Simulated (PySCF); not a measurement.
Computed properties of C2H9NOSi2, SMILES [Si@H]1(O)[SiH2]N(C1)C

C2H9NOSi2, SMILES CN1C[Si@@H](O)[SiH2]1. Geometry: ωB97X-D3(BJ)/def2-SVP. The structure was generated by enumeration; whether it is a known compound was not checked. Other conformers were not sampled. All values are computed for the isolated molecule unless a solvent is named; none is compared with measurement here.

**Structure.** All 39 harmonic modes at ωB97X-D3(BJ)/def2-SVP (PySCF) are real, so it is a minimum. With heavy atoms numbered as in [CH3:1][N:2]1[CH2:3][Si@@H:4]([OH:5])[SiH2:6]1, the shortest bond between them is C1–N2 at 1.442 Å and the longest Si4–Si6 at 2.310 Å.

**Vibrations.** The strongest infrared lines (harmonic, unscaled, degenerate partners summed) lie at 723 cm⁻¹ (202 km/mol, H 53 %, C 26 %, Si 17 %), 2218 cm⁻¹ (176 km/mol, H 97 %), 1011 cm⁻¹ (173 km/mol, H 88 %). The softest mode is at 55 cm⁻¹ and the zero-point energy is 70.7 kcal/mol.

**Electronic structure.** ωB97X/def2-TZVP (PySCF) places the frontier levels at -8.63 and 1.84 eV, a gap of 10.47 eV, and gives a dipole moment of 1.56 D and a mean polarisability of 86.3 bohr³. PBE/def2-TZVP (PySCF) at the same geometry gives -5.05 and -1.01 eV, so its gap is 6.43 eV narrower. An orbital gap is neither the optical nor the fundamental gap.

**Excitations.** TDA-PBE0/def2-SVPD (PySCF) has S1 at 4.90 eV (253 nm, f = 0.001, dark); the most intense of the 6 singlets computed lies at 6.30 eV (f = 0.07). T1 (TDA) is at 4.62 eV, 0.28 eV under S1. TDA-PBE/def2-SVPD (PySCF) puts S1 at 4.13 eV. No vertical singlet excitation falls in the visible range (under 3.1 eV).

**NMR.** GIAO shifts at B3LYP/pcSseg-1 (PySCF) (non-relativistic, atoms alike by connectivity averaged): ¹³C from 44.6 to 60.3 ppm against TMS; ¹H from 1.5 to 5.7 ppm against TMS; ²⁹Si from -17.1 to -1.3 ppm against TMS.

**Solvation.** SMD-M06-2X/6-31G* (PySCF) gives -2.9 kcal/mol in water, -5.3 kcal/mol in 1-octanol, -5.0 kcal/mol in acetone (1 M in both phases, gas-phase geometry).
